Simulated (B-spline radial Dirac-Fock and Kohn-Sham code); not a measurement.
**Muonic isotope shifts in selenium**

Method: the Dirac equation of a negative muon with reduced mass in the field of a spherical finite nucleus, with the Uehling potential to all orders; nuclear polarisation, deformation, hyperfine structure, self-energy, higher-order vacuum polarisation, relativistic recoil and electron screening are left out. Computed with a radial B-spline solver. Nuclear charge: Fermi distribution (skin thickness 2.3 fm); radii from Angeli and Marinova (2013). Reference ⁷⁸Se, radius 4.1406 fm: 2p3/2 → 1s1/2 1958 keV, 3d5/2 → 2p3/2 455.3 keV.

| A | radius (fm) | δ⟨r²⟩ (fm²) | shift 2p3/2 → 1s (keV) | shift 3d5/2 → 2p3/2 (keV) |
| --- | --- | --- | --- | --- |
| 74 | 4.07 | -0.580 | +10.81 | +0.02 |
| 76 | 4.1395 | -0.009 | +0.12 | -0.02 |
| 77 | 4.1395 | -0.009 | +0.14 | -0.01 |
| 80 | 4.14 | -0.005 | +0.14 | +0.02 |
| 82 | 4.14 | -0.005 | +0.19 | +0.03 |
